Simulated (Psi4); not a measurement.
Interaction energy of CH2O ··· H6Si2 (SMILES C=O and [SiH3][SiH3]). Monomers: optimised at B3LYP-D3(BJ) (def2-TZVP), held rigid. Orientation: lowest of the rigid-body minima from ten starts at GFN2-xTB. R is the distance of the centres of mass, along which the second monomer moves.

- PBE/def2-TZVP, counterpoise-corrected (Psi4)
- PBE-D3(BJ)/def2-TZVP, counterpoise-corrected (Psi4)
- B3LYP/def2-TZVP, counterpoise-corrected (Psi4)
- SAPT0/jun-cc-pVDZ, frozen core (Psi4)

Interaction energies in kJ/mol; the last columns give the difference from SAPT0:

```
R / Å  PBE/def2-TZVP  PBE-D3(BJ)/def2-TZVP  B3LYP/def2-TZVP  SAPT0/jun-cc-pVDZ  PBE/def2-TZVP − SAPT0/jun-cc-pVDZ  PBE-D3(BJ)/def2-TZVP − SAPT0/jun-cc-pVDZ  B3LYP/def2-TZVP − SAPT0/jun-cc-pVDZ
-----  -------------  --------------------  ---------------  -----------------  ---------------------------------  ----------------------------------------  -----------------------------------
2.80           26.77                 17.44            35.98              23.77                               2.99                                     -6.33                                12.21
2.99           11.76                  3.28            18.51               7.74                               4.03                                     -4.46                                10.77
3.18            3.55                 -4.05             8.64              -0.83                               4.38                                     -3.22                                 9.47
3.39           -0.94                 -7.55             2.96              -5.13                               4.19                                     -2.42                                 8.09
3.61           -2.85                 -8.44             0.28              -6.47                               3.62                                     -1.96                                 6.75
3.78           -3.30                 -8.14            -0.56              -6.39                               3.09                                     -1.74                                 5.84
4.06           -3.13                 -6.86            -0.87              -5.42                               2.29                                     -1.45                                 4.55
4.42           -2.38                 -4.97            -0.64              -3.90                               1.52                                     -1.07                                 3.26
4.90           -1.42                 -2.98            -0.32              -2.36                               0.93                                     -0.62                                 2.03
5.61           -0.57                 -1.30            -0.18              -1.13                               0.56                                     -0.18                                 0.95
6.61           -0.15                 -0.43            -0.13              -0.45                               0.30                                      0.02                                 0.32
7.90           -0.05                 -0.14            -0.06              -0.17                               0.12                                      0.03                                 0.11
```

PBE/def2-TZVP is furthest from SAPT0/jun-cc-pVDZ at 3.18 (4.38 kJ/mol, above); its mean absolute difference over the points is 2.33 kJ/mol.

PBE-D3(BJ)/def2-TZVP is furthest from SAPT0/jun-cc-pVDZ at 2.80 (-6.33 kJ/mol, below); its mean absolute difference over the points is 1.96 kJ/mol.

B3LYP/def2-TZVP is furthest from SAPT0/jun-cc-pVDZ at 2.80 (12.21 kJ/mol, above); its mean absolute difference over the points is 5.36 kJ/mol.
